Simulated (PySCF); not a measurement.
B(H)(OH)(iPr) (C3H9BO), SMILES C(C)(C)BO. Geometry optimised at PBE-D3(BJ)/def2-SVP. The structure was generated by enumeration, and PubChem lists no compound with its InChIKey, so it may never have been made. The values are those of a single conformer.

Computed equilibrium geometry at PBE-D3(BJ)/def2-SVP (PySCF confirms it by a frequency run) as bond lengths and angles (one conformer of several):
Atoms: B1 H2 O3 H4 C5 C6 C7 H8 H9 H10 H11 H12 H13 H14. Bond lengths (Å): B1–H2 1.222, B1–O3 1.361, B1–C5 1.588, O3–H4 0.978, C5–C6 1.541, C5–C7 1.535, C5–H8 1.119, C6–H9 1.111, C6–H10 1.111, C6–H11 1.109, C7–H12 1.112, C7–H13 1.110, C7–H14 1.112. Bond angles (°): H2–B1–O3 115.0, H2–B1–C5 121.5, O3–B1–C5 123.5, B1–O3–H4 111.6, B1–C5–C6 110.9, B1–C5–C7 114.3, B1–C5–H8 103.7, C6–C5–C7 112.1, C6–C5–H8 106.9, C7–C5–H8 108.3, C5–C6–H9 111.7, C5–C6–H10 111.2, C5–C6–H11 111.6, H9–C6–H10 107.1, H9–C6–H11 107.8, H10–C6–H11 107.2, C5–C7–H12 112.3, C5–C7–H13 112.1, C5–C7–H14 111.4, H12–C7–H13 106.5, H12–C7–H14 107.7, H13–C7–H14 106.4.
Charge 0, spin multiplicity 1.
